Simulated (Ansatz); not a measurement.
`[NH2][W](=[O])(=[O])[OH]` + H–F → `[O]=[W](=[O])([OH])[F]` + NH₃  (ligand exchange at a W–N bond)

Program: Ansatz. Geometries: PBE0-D4/def2-TZVP. ΔE: electronic, gas phase. CBS: MP2 limit from def2 TZ/QZ plus the TZ coupled-cluster correction, frozen cores. This one scheme is used for every species. DFT in def2-TZVPP. def2 core potentials past Kr. For W outer-core shells are correlated without core-valence functions, which leaves a few kJ/mol of doubt a bond. Each species was taken in one conformer, which may not be the lowest.

Problem. Is it downhill or uphill in electronic energy at CCSD(T)/CBS, and by how much? (Estimate.)

Solution. The calculation gave: Downhill: ΔE = -42.4 kJ/mol.

Problem. What do these levels give: LDA (SPW92), r2SCANh-D4, RPA@PBE/def2-TZVPP, CCSD/def2-SVP, CCSD(T)/def2-SVP, HF/def2-TZVPP? (An estimate is asked.)

Solution. Ansatz gave: LDA (SPW92) -46.2, r2SCANh-D4 -56.8, RPA@PBE/def2-TZVPP -47.7, CCSD/def2-SVP -53.8, CCSD(T)/def2-SVP -54.2, HF/def2-TZVPP -57.6 kJ/mol.

Problem. What do rigid-rotor, harmonic-oscillator terms from PBE0-D4/def2-TZVP frequencies (298.15 K, 1 bar) make of the CCSD(T)/CBS value? (Estimate.)

Solution. Ansatz gave: ΔZPE = +5.0 kJ/mol, ΔH = -38.5 kJ/mol, ΔS = 5 J/(mol·K), ΔG = -40.1 kJ/mol.

Largest T1 diagnostic among the species: 0.023, so the coupled-cluster value is less sure than usual.

In def2-TZVPP, CCSD(T) changes the Hartree–Fock value by +12.9 kJ/mol (the triples alone add +0.5 kJ/mol) and MP2 by +14.7 kJ/mol. Leaving LDA and LC-ωPBE aside and taking each functional with its dispersion term where it has one, the values, not all of them listed here, spread over 20.4 kJ/mol, from B97M-V to PBE-QIDH. LDA lies +11.8 kJ/mol from PBE without D4.
